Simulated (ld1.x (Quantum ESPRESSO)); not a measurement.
**Se (Z = 34): PAW pseudisation with BP86, fully relativistic reference atom.**

ld1.x (Quantum ESPRESSO) 7.5 was run on this input:

```
&input
   title='Se', zed=34., rel=2, dft='BP', iswitch=3,
   config='[Ar] 3d10 4s2 4p3', rel_dist='average',
   nld=5, rlderiv=2.05, eminld=-7.0, emaxld=5.0, deld=0.02
 /
 &inputp
   pseudotype=3, lpaw=.true., tm=.true., lloc=-1, rcloc=1.45,
   nlcc=.true., new_core_ps=.true., rcore=0.45,
   which_augfun='BESSEL', rmatch_augfun=0.85,
   file_pseudopw='Se.UPF', file_wfcaegen='ae.wfc', file_wfcncgen='nc.wfc', file_beta='beta', file_chi='chi', file_wfcusgen='us.wfc'
 /
6
4S  1  0   2.00   0.00  1.35  1.75  0.0
4S  1  0   0.00  -1.45  1.35  1.75  0.0
4P  2  1   3.00   0.00  1.45  1.90  0.0
4P  2  1   0.00   0.25  1.45  1.90  0.0
3D  3  2  10.00   0.00  0.80  0.90  0.0
3D  3  2   0.00  -2.25  0.80  0.90  0.0
 &test
   configts(1)='3d10 4s2 4p3'
 /
```

Command:

```bash
ld1.x < Se.in > Se.out
```

Resulting log (shortened: banner, matrices, multipoles, cross overlaps and the repeated all-electron block are left out):

```
Program LD1 v.7.5
     --------------------------- All-electron run ----------------------------

     Se
     dirac relativistic calculation

     atomic number is 34.00
     dft =BP   lsd =0 sic =0 latt =0  beta=0.20 tr2=1.0E-14
     Exchange-correlation= BP
                           (   1   1   1   1   0   0   0)
     mesh =1211 r(mesh) =  99.34906 a.u. xmin = -7.00 dx = 0.01250
     1 Ry =  13.60569312 eV, c = 137.03599908

     n l j   nl                  e(Ry)          e(Ha)          e(eV)
     Spin orbit split results
     1 0 0.5 1S 1( 2.00)      -919.8412      -459.9206    -12515.0776
     2 0 0.5 2S 1( 2.00)      -118.8877       -59.4439     -1617.5500
     2 1 0.5 2P 1( 2.00)      -106.7339       -53.3669     -1452.1883
     2 1 1.5 2P 1( 4.00)      -103.6628       -51.8314     -1410.4047
     3 0 0.5 3S 1( 2.00)       -16.4653        -8.2326      -224.0213
     3 1 0.5 3P 1( 2.00)       -12.3110        -6.1555      -167.4998
     3 1 1.5 3P 1( 4.00)       -11.8789        -5.9395      -161.6208
     3 2 1.5 3D 1( 4.00)        -4.7226        -2.3613       -64.2545
     3 2 2.5 3D 1( 6.00)        -4.6568        -2.3284       -63.3584
     4 0 0.5 4S 1( 2.00)        -1.9844        -0.9922       -26.9988
     4 1 0.5 4P 1( 1.00)        -1.1636        -0.5818       -15.8317
     4 1 1.5 4P 1( 2.00)        -1.1309        -0.5654       -15.3861
     Averaged results
     1 0     1S 1( 2.00)      -919.8412      -459.9206    -12515.0776
     2 0     2S 1( 2.00)      -118.8877       -59.4439     -1617.5500
     2 1     2P 1( 6.00)      -104.6865       -52.3433     -1424.3326
     3 0     3S 1( 2.00)       -16.4653        -8.2326      -224.0213
     3 1     3P 1( 6.00)       -12.0229        -6.0115      -163.5805
     3 2     3D 1(10.00)        -4.6831        -2.3416       -63.7168
     4 0     4S 1( 2.00)        -1.9844        -0.9922       -26.9988
     4 1     4P 1( 3.00)        -1.1418        -0.5709       -15.5346

     final scf error:  6.4E-15 reached in  26 iterations

     Etot =   -4860.724946 Ry,   -2430.362473 Ha,  -66133.531969 eV

     Ekin =    4977.278068 Ry,    2488.639034 Ha,   67719.317983 eV
     Encl =  -11710.147843 Ry,   -5855.073921 Ha, -159324.677974 eV
     Eh   =    2048.681284 Ry,    1024.340642 Ha,   27873.728852 eV
     Exc  =    -176.536455 Ry,     -88.268227 Ha,   -2401.900830 eV

     normalization and overlap integrals

     s(1S/1S) =  1.000000  <r> =   0.0441  <r2> =    0.0026  r(max) =   0.0287
     s(2S/2S) =  1.000000  <r> =   0.1957  <r2> =    0.0452  r(max) =   0.1651
     s(2P/2P) =  1.000000  <r> =   0.1685  <r2> =    0.0349  r(max) =   0.1302
     s(2P/2P) =  1.000000  <r> =   0.1723  <r2> =    0.0363  r(max) =   0.1335
     s(3S/3S) =  1.000000  <r> =   0.5739  <r2> =    0.3793  r(max) =   0.5021
     s(3P/3P) =  1.000000  <r> =   0.5823  <r2> =    0.3981  r(max) =   0.4959
     s(3P/3P) =  1.000000  <r> =   0.5929  <r2> =    0.4126  r(max) =   0.5021
     s(3D/3D) =  1.000000  <r> =   0.6274  <r2> =    0.4924  r(max) =   0.4487
     s(3D/3D) =  1.000000  <r> =   0.6318  <r2> =    0.4992  r(max) =   0.4544
     s(4S/4S) =  1.000000  <r> =   1.7436  <r2> =    3.4731  r(max) =   1.4898
     s(4P/4P) =  1.000000  <r> =   2.0905  <r2> =    5.0586  r(max) =   1.7309
     s(4P/4P) =  1.000000  <r> =   2.1273  <r2> =    5.2364  r(max) =   1.7527

     ------------------------ End of All-electron run ------------------------

     --------------------- Generating PAW atomic setup --------------------

      Generating local potential from pseudized AE potential:
      Matching radius rcloc =   1.4500

      Local pseudo, rcloc= 1.453 Estimated cut-off energy=    11.29 Ry

      Computing core charge for nlcc:

       r > 0.45 : true rho core
      Core charge pseudized with two Bessel functions
      Integrated core pseudo-charge :   9.00

     Fully relativistic calculation: |psi|^2

     Wfc 4S LC norm =  0.99989803 SC norm =  0.00009856 missing  0.00000341
     Speed at rcutus      0.832 a.u.,  v/c =  0.006071,  (v/c)^2 =  0.00003686

     Wfc 4P LC norm =  0.99992860 SC norm =  0.00007090 missing  0.00000050
     Speed at rcutus      0.868 a.u.,  v/c =  0.006335,  (v/c)^2 =  0.00004014

     Wfc 4P LC norm =  0.99993081 SC norm =  0.00006198 missing  0.00000721
     Speed at rcutus      0.876 a.u.,  v/c =  0.006395,  (v/c)^2 =  0.00004089

     Wfc 3D LC norm =  0.99948638 SC norm =  0.00051361 missing  0.00000001
     Speed at rcutus      1.860 a.u.,  v/c =  0.013571,  (v/c)^2 =  0.00018416

     Wfc 3D LC norm =  0.99949154 SC norm =  0.00050839 missing  0.00000007
     Speed at rcutus      1.882 a.u.,  v/c =  0.013730,  (v/c)^2 =  0.00018852
      Wfc-us  4S rcutus= 1.731  Estimated cut-off energy=    15.65 Ry
      Wfc-us  4S rcutus= 1.731  Estimated cut-off energy=    16.69 Ry
      Wfc-us  4P rcutus= 1.913  Estimated cut-off energy=    20.86 Ry
      Wfc-us  4P rcutus= 1.913  Estimated cut-off energy=    20.79 Ry
      Wfc-us  4P rcutus= 1.913  Estimated cut-off energy=    24.37 Ry
      Wfc-us  4P rcutus= 1.913  Estimated cut-off energy=    24.05 Ry
      Wfc-us  3D rcutus= 0.904  Estimated cut-off energy=   143.49 Ry
      Wfc-us  3D rcutus= 0.904  Estimated cut-off energy=   143.41 Ry
      Wfc-us  3D rcutus= 0.904  Estimated cut-off energy=   173.65 Ry
      Wfc-us  3D rcutus= 0.904  Estimated cut-off energy=   171.53 Ry

     Required augmentation: BESSEL   radius:    0.850000
     Suggested rho cutoff for augmentation: 134.39 Ry

     Estimated PAW energy = -402.230220 Ryd

     ------------------- End of pseudopotential generation -------------------

     Computing logarithmic derivative in   2.04912
     Computing logarithmic derivative in   2.04912
     Computing the partial wave expansion
     R is outside the sphere for l=    0 j= 0.50
     R is outside the sphere for l=    0 j= 0.50
     R is outside the sphere for l=    1 j= 0.50
     R is outside the sphere for l=    1 j= 0.50
     R is outside the sphere for l=    1 j= 1.50
     R is outside the sphere for l=    1 j= 1.50
     R is outside the sphere for l=    2 j= 1.50
     R is outside the sphere for l=    2 j= 1.50
     R is outside the sphere for l=    2 j= 2.50
     R is outside the sphere for l=    2 j= 2.50

     ---------------------- Testing the pseudopotential ----------------------

     Se
     dirac relativistic calculation

     atomic number is 34.00   valence charge is 16.00
     dft = SLA  PZ   B88  P86   lsd =0 sic =0 latt =0  beta=0.20 tr2=1.0E-14
     mesh =1211 r(mesh) =  99.34906 xmin = -7.00 dx = 0.01250

     n l  j  nl             e AE (Ry)       e PS (Ry)    De AE-PS (Ry)
     3 2 1.5 3D   1( 4.00)       -4.72262       -4.72261       -0.00001
     3 2 2.5 3D   1( 6.00)       -4.65676       -4.65675       -0.00001
     1 0 0.5 4S   1( 2.00)       -1.98438       -1.98438        0.00001
     2 1 0.5 4P   1( 1.00)       -1.16361       -1.16361       -0.00000
     2 1 1.5 4P   1( 2.00)       -1.13085       -1.13086        0.00000

     eps = 5.6E-15  iter =  4

     Etot =   -4860.724946 Ry,   -2430.362473 Ha,  -66133.531969 eV
     Etotps =  -402.230197 Ry,    -201.115099 Ha,   -5472.620629 eV

     Ekin =     416.125960 Ry,     208.062980 Ha,    5661.682117 eV
     Encl =    -859.343370 Ry,    -429.671685 Ha,  -11691.962182 eV
     Ehrt =     217.523685 Ry,     108.761842 Ha,    2959.560499 eV
     Ecxc =    -176.536472 Ry,     -88.268236 Ha,   -2401.901064 eV
     (Ecc =     -22.972163 Ry,     -11.486082 Ha,    -312.552202 eV)

     ---------------------- End of pseudopotential test ----------------------
```

Generation and configuration tests took about 2.7 s on one core of a shared server CPU.
